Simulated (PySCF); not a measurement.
Worked example: dipole moment from atomic charges

dibromo(difluoro)methane (CBr₂F₂), SMILES FC(F)(Br)Br. Atoms are numbered in the order given.

```xyz
5

F      0.0000     1.0711    -1.4352
C      0.0000     0.0000    -0.6639
F      0.0000    -1.0711    -1.4352
Br    -1.5993     0.0000     0.4259
Br     1.5993     0.0000     0.4259
```

Geometry optimised at PBE0-D3(BJ)/def2-SVP.

Charges (e) from ωB97X/def2-TZVP (PySCF):

| atom | Mulliken | IAO |
|---|---|---|
| F1 | -0.118 | -0.249 |
| C2 | 0.229 | 0.461 |
| F3 | -0.118 | -0.249 |
| Br4 | 0.004 | 0.019 |
| Br5 | 0.004 | 0.019 |

The dipole moment of the full density is 0.42 D.

Task: What dipole moment does each set of point charges give, and which comes closer to that of the density?

Result: 
μ = Σ q r, and 1 e Å = 4.8032 D.
Mulliken: Σ q r = (0.000, 0.000, 0.190) e Å, |μ| = 0.91 D.
IAO: Σ q r = (0.000, 0.000, 0.425) e Å, |μ| = 2.04 D.
Mulliken comes closer in size. Point charges leave out the atoms' own dipoles (lone pairs, polarised bonds); fits to the potential absorb them, partitions of the density don't.
